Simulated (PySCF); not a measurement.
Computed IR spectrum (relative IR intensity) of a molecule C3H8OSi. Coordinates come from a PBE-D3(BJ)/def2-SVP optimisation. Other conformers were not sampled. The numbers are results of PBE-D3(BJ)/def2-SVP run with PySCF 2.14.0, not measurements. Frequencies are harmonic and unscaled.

Lines under 2 % of the strongest are left out, and lines within 2 cm⁻¹ are merged.

```csv
ν (cm⁻¹),relative intensity
129,2.7
529,2.8
565,5.2
637,7.1
694,16
702,11
787,8.3
856,14
862,100
894,9.8
909,32
1201,41
1219,7.2
1318,15
1358,7.5
1388,2.4
1776,69
2170,39
2177,60
2777,92
2960,2.1
3074,2.4
```

Question: Identify the compound among the candidates.
A. O[SiH]1CCC1
B. C[C@@H]1CO[SiH2]1
C. C[SiH2]CC=O
D. C[Si@H]1CCO1

Answer: C, C[SiH2]CC=O
